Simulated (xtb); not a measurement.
Al(OH)2(SH) (AlH₃O₂S), SMILES [OH][Al]([OH])[SH]. All values are semi-empirical tight-binding results from xtb (GFN2-xTB unless named), good for trends rather than for accurate numbers. Coordinates come from a GFN2-xTB optimisation. One conformer was computed; it need not be the lowest.

For metal compounds this method's bond lengths and energies can be far off.

```json
{
  "point_group_as_xtb_finds_it": "Cs",
  "orbital_gap": "3.57 eV",
  "zero_point_energy": "21.4 kcal/mol",
  "G − E(el) at 298.15 K (modified RRHO)": "2.2 kcal/mol"
}
```
